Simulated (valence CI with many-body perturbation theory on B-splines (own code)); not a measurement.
## Energy levels of Pr XXVII

Level of theory: configuration interaction combined with many-body perturbation theory (CI+MBPT): five valence electrons over a frozen Dirac-Fock core [Ar] 3d10, a basis of 9 s, 9 p, 8 d, 6 f, 3 g, 1 h functions for each j, with the one-electron correlation potential Σ1 (screened to all orders), the two-electron term Σ2, the three-electron term Σ3, Breit, model QED; selected single and double excitations, second order for the rest (own B-spline code, finite nucleus).

No measured spectrum was set against this ion. As an estimate, large intervals hold to a few tenths of a per cent, small ones and those within an open d or f shell to about a per cent. Among the levels kept, up to 270 cm⁻¹ of a level comes from second order outside the variational space, and about a tenth of that is noise between levels of different J, which matters for small intervals.

Levels 1 to 45 of 48, with energies above the lowest level, (4s^2 4p1/2^2 4p3/2) J=3/2. "Leading %" is the weight of the configuration and term that name the level; weights of strongly mixed levels are sums over their largest components and can fall short. In the jj column 3d3/2^4 stands for four electrons in 3d with j = 3/2. Lifetimes count E1, E2, E3, M1 and M2 decay at the calculated energies, and are blank where another channel may lead or the interval is too uncertain; long ones can be off by a factor of two.

| No. | Configuration | Term | J | E (cm⁻¹) | Leading % | Lifetime | Second component | Leading jj |
| --- | --- | --- | --- | --- | --- | --- | --- | --- |
| 1 | 4s2 4p3 | 2P° | 3/2 | 0 | 41 |  | 34 % 4s2 4p3 4S° | 4s^2 4p1/2^2 4p3/2 (97 %) |
| 2 | 4s2 4p3 | 4S° | 3/2 | 189010 | 50 | 6.99 μs | 47 % 4s2 4p3 2D° | 4s^2 4p1/2 4p3/2^2 (97 %) |
| 3 | 4s2 4p3 | 2D° | 5/2 | 219310 | 98 | 34.9 μs |  | 4s^2 4p1/2 4p3/2^2 (98 %) |
| 4 | 4s2 4p3 | 2P° | 1/2 | 258020 | 98 | 7.61 μs |  | 4s^2 4p1/2 4p3/2^2 (98 %) |
| 5 | 4s2 4p3 | 2P° | 3/2 | 450940 | 55 | 2.76 μs | 28 % 4s2 4p3 2D° | 4s^2 4p3/2^3 (97 %) |
| 6 | 4s 4p4 | 4P | 5/2 | 678920 | 75 | 69.9 ps | 18 % 4s 4p4 2D | 4s 4p1/2^2 4p3/2^2 (90 %) |
| 7 | 4s 4p4 | 2D | 3/2 | 752130 | 27 | 22.2 ps | 27 % 4s 4p4 4P | 4s 4p1/2^2 4p3/2^2 (66 %) |
| 8 | 4s 4p4 | 4P | 1/2 | 764870 | 46 | 20.1 ps | 44 % 4s 4p4 2S | 4s 4p1/2^2 4p3/2^2 (84 %) |
| 9 | 4s2 4p2 4d | 4F | 3/2 | 839020 | 40 | 22.3 ps | 18 % 4s2 4p2 4d 2D | 4s^2 4p1/2^2 4d3/2 (74 %) |
| 10 | 4s 4p4 | 4P | 3/2 | 898200 | 46 | 21.6 ps | 30 % 4s 4p4 2D | 4s 4p1/2 4p3/2^3 (75 %) |
| 11 | 4s2 4p2 4d | 4F | 5/2 | 899830 | 31 | 14.2 ps | 26 % 4s2 4p2 4d 4D | 4s^2 4p1/2^2 4d5/2 (82 %) |
| 12 | 4s 4p4 | 2D | 5/2 | 934110 | 65 | 39.5 ps | 16 % 4s 4p4 4P | 4s 4p1/2 4p3/2^3 (79 %) |
| 13 | 4s 4p4 | 2P | 1/2 | 972340 | 32 | 14.0 ps | 18 % 4s 4p4 4P | 4s 4p1/2 4p3/2^3 (50 %) |
| 14 | 4s 4p4 | 2P | 3/2 | 976820 | 26 | 27.5 ps | 23 % 4s2 4p2 4d 2P | 4s^2 4p1/2 4p3/2 4d3/2 (49 %) |
| 15 | 4s2 4p2 4d | 2F | 5/2 | 1010200 | 55 | 159 ps | 39 % 4s2 4p2 4d 4F | 4s^2 4p1/2 4p3/2 4d3/2 (89 %) |
| 16 | 4s2 4p2 4d | 4D | 1/2 | 1032200 | 68 | 13.7 ps | 10 % 4s 4p4 2P | 4s^2 4p1/2 4p3/2 4d3/2 (65 %) |
| 17 | 4s2 4p2 4d | 4F | 7/2 | 1033400 | 39 | 2.09 ns | 33 % 4s2 4p2 4d 2G | 4s^2 4p1/2 4p3/2 4d3/2 (84 %) |
| 18 | 4s2 4p2 4d | 4D | 3/2 | 1051900 | 34 | 5.76 ps | 25 % 4s 4p4 2P | 4s^2 4p1/2 4p3/2 4d3/2 (46 %) |
| 19 | 4s2 4p2 4d | 4D | 7/2 | 1052100 | 49 | 7.09 ns | 29 % 4s2 4p2 4d 4F | 4s^2 4p1/2 4p3/2 4d5/2 (96 %) |
| 20 | 4s2 4p2 4d | 2G | 9/2 | 1083200 | 49 |  | 49 % 4s2 4p2 4d 4F | 4s^2 4p1/2 4p3/2 4d5/2 (96 %) |
| 21 | 4s2 4p2 4d | 4P | 5/2 | 1096500 | 30 | 4.79 ps | 18 % 4s2 4p2 4d 4F | 4s^2 4p1/2 4p3/2 4d5/2 (68 %) |
| 22 | 4s2 4p2 4d | 2P | 3/2 | 1105100 | 33 | 2.99 ps | 25 % 4s2 4p2 4d 4D | 4s^2 4p1/2 4p3/2 4d5/2 (50 %) |
| 23 | 4s2 4p2 4d | 2D | 5/2 | 1131900 | 32 | 2.46 ps | 31 % 4s2 4p2 4d 4D | 4s^2 4p1/2 4p3/2 4d3/2 (44 %) |
| 24 | 4s2 4p2 4d | 4P | 1/2 | 1136700 | 42 | 2.00 ps | 29 % 4s2 4p2 4d 2S | 4s^2 4p1/2 4p3/2 4d3/2 (82 %) |
| 25 | 4s2 4p2 4d | 4P | 3/2 | 1140900 | 41 | 2.27 ps | 41 % 4s2 4p2 4d 2P | 4s^2 4p1/2 4p3/2 4d3/2 (48 %) |
| 26 | 4s2 4p2 4d | 2G | 7/2 | 1147100 | 46 | 8.99 ps | 27 % 4s2 4p2 4d 2F | 4s^2 4p1/2 4p3/2 4d5/2 (70 %) |
| 27 | 4s2 4p2 4d | 2D | 3/2 | 1180100 | 73 | 6.63 ps | 8 % 4s2 4p2 4d 2P | 4s^2 4p1/2 4p3/2 4d5/2 (73 %) |
| 28 | 4s2 4p2 4d | 2P | 1/2 | 1184000 | 39 | 7.91 ps | 25 % 4s 4p4 2S | 4s 4p3/2^4 (45 %) |
| 29 | 4s2 4p2 4d | 2D | 5/2 | 1184600 | 55 | 2.11 ps | 31 % 4s2 4p2 4d 2F | 4s^2 4p1/2 4p3/2 4d5/2 (64 %) |
| 30 | 4s2 4p2 4d | 2P | 1/2 | 1220800 | 32 | 2.99 ps | 30 % 4s2 4p2 4d 2S | 4s^2 4p1/2 4p3/2 4d5/2 (53 %) |
| 31 | 4s2 4p2 4d | 2F | 7/2 | 1280300 | 48 | 106 ps | 40 % 4s2 4p2 4d 4D | 4s^2 4p3/2^2 4d5/2 (97 %) |
| 32 | 4s2 4p2 4d | 4F | 9/2 | 1291900 | 49 | 5.32 μs | 49 % 4s2 4p2 4d 2G | 4s^2 4p3/2^2 4d5/2 (95 %) |
| 33 | 4s2 4p2 4d | 2P | 1/2 | 1298500 | 60 | 2.98 ps | 23 % 4s2 4p2 4d 4P | 4s^2 4p3/2^2 4d3/2 (65 %) |
| 34 | 4s2 4p2 4d | 2D | 3/2 | 1308400 | 44 | 1.99 ps | 25 % 4s2 4p2 4d 4P | 4s^2 4p3/2^2 4d3/2 (85 %) |
| 35 | 4s2 4p2 4d | 2D | 5/2 | 1314100 | 36 | 2.03 ps | 19 % 4s2 4p2 4d 4P | 4s^2 4p3/2^2 4d3/2 (72 %) |
| 36 | 4s2 4p2 4d | 2F | 7/2 | 1343500 | 76 | 1.78 ps | 16 % 4s2 4p2 4d 2G | 4s^2 4p3/2^2 4d3/2 (80 %) |
| 37 | 4s2 4p2 4d | 2D | 5/2 | 1367900 | 82 | 323 ps | 11 % 4s2 4p2 4d 4D | 4s^2 4p3/2^2 4d5/2 (96 %) |
| 38 | 4s2 4p2 4d | 2D | 3/2 | 1371700 | 48 | 2.32 ps | 35 % 4s2 4p2 4d 2P | 4s^2 4p3/2^2 4d3/2 (65 %) |
| 39 | 4s2 4p2 4d | 2S | 1/2 | 1397700 | 35 | 2.26 ps | 21 % 4s2 4p2 4d 4P | 4s^2 4p3/2^2 4d5/2 (47 %) |
| 40 | 4s2 4p2 4d | 2D | 3/2 | 1425700 | 60 | 2.44 ps | 18 % 4s2 4p2 4d 2P | 4s^2 4p3/2^2 4d5/2 (72 %) |
| 41 | 4s2 4p2 4d | 2D | 5/2 | 1446900 | 53 | 1.92 ps | 34 % 4s2 4p2 4d 2F | 4s^2 4p3/2^2 4d5/2 (81 %) |
| 42 | 4p5 | 2P° | 3/2 | 1474600 | 39 | 26.3 ps | 21 % 4s 4p3 4d 6D° | 4s 4p1/2^2 4p3/2 4d3/2 (46 %) |
| 43 | 4s 4p3 4d | 6D° | 5/2 | 1481800 | 44 | 84.5 ps | 18 % 4s 4p3 4d 4F° | 4s 4p1/2^2 4p3/2 4d3/2 (80 %) |
| 44 | 4s 4p3 4d | 6D° | 1/2 | 1482400 | 59 | 117 ps | 30 % 4s 4p3 4d 4P° | 4s 4p1/2^2 4p3/2 4d3/2 (80 %) |
| 45 | 4s 4p3 4d | 6D° | 7/2 | 1490600 | 46 | 162 ps | 19 % 4s 4p3 4d 4F° | 4s 4p1/2^2 4p3/2 4d3/2 (59 %) |

The ionisation energy to 4s2 4p2 3P_0 of the next ion comes out as 920.98 eV (NIST: 920 ± 4 eV (theoretical)). All 48 levels together are meant to be complete up to 1552400 cm⁻¹.
